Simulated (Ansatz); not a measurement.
C3H4OSi (`C=C1[SiH2]C1=O`). Total charge 0; spin multiplicity 1. The structure was optimised at the PBE0-D4/def2-TZVP level.

```xyz
9

C    -0.918   -0.127    1.398
C    -0.206   -0.039    0.278
Si    1.302    0.263   -0.767
C    -0.502   -0.199   -1.155
O    -1.429   -0.471   -1.860
H    -1.976   -0.379    1.370
H    -0.478    0.049    2.375
H     2.390   -0.748   -0.749
H     1.817    1.650   -0.889
```

(1) What is the dipole moment at ωB97M-V/def2-TZVPP? (Best estimate.)

(2) And with PBE, r2SCAN, B3LYP? (Best estimate.)

(3) Give the Mulliken charges with ωB97M-V, B3LYP, PBE in def2-TZVPP. (Estimate.)

## Answers

(1) The calculation gave: 3.07 D, with components (1.67, 0.58, 2.51) D in this frame, pointing from negative to positive charge.

(2) Computed: PBE 2.79 D, r2SCAN 2.95 D, B3LYP 3.04 D.

(3) Computed: 
| atom | ωB97M-V | B3LYP | PBE |
| --- | --- | --- | --- |
| C1 | -0.17 | -0.17 | -0.14 |
| C2 | -0.12 | -0.10 | -0.08 |
| Si3 | 0.22 | 0.25 | 0.17 |
| C4 | 0.08 | 0.10 | 0.09 |
| O5 | -0.25 | -0.24 | -0.19 |
| H6 | 0.13 | 0.13 | 0.12 |
| H7 | 0.13 | 0.13 | 0.11 |
| H8 | -0.01 | -0.05 | -0.04 |
| H9 | -0.01 | -0.05 | -0.05 |

B3LYP here is the variant with VWN-RPA as its local correlation; programs differ in this.
